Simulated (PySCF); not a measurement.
## Vibration and rotation of BeS⁺

UHF-CCSD(T) constants of BeS⁺, ²Π (doublet), unpaired electrons π ↑ (PySCF, spin-free X2C with a Gaussian nucleus, basis sets Be jorge-DZP-DKH, S jorge-DZP-DKH; masses 9.0122 and 31.9721 u):

| Property | Result |
| --- | --- |
| ωe | 835.5 cm⁻¹ |
| ωexe | 5.55 cm⁻¹ |
| Be | 0.68357 cm⁻¹ |
| αe | 0.00634 cm⁻¹ |
| De to Be⁺ + S | 3.05 eV |

Task: What force constant and bond length do these constants imply?

Result: Reduced mass μred = 7.0305 u; k = 5.8918×10⁻⁷·μred·ωe² (u, cm⁻¹, mdyn/Å) = 2.89 mdyn/Å; Re = √(16.8576/(μred·Be)) (u, cm⁻¹, Å) = 1.873 Å.

Task: Estimate the centrifugal constant D from the Kratzer relation and find the Dunham coefficient a1.

Result: D = 4Be³/ωe² = 1.83e-06 cm⁻¹; a1 = −1 − αeωe/(6Be²) = -2.89.

Correlated steps freeze 5 core orbitals. Correlated levels converge slowly with the basis: in double zeta they bind strong bonds too weakly, by up to about 1 eV, and carry superposition errors of some tenths. For an ion De counts to the pair picked by the measured ionisation energies or electron affinities, which need not be the lowest pair at this level. The state is the lowest determinant that a PBE0 search found; another state may lie lower at other levels.
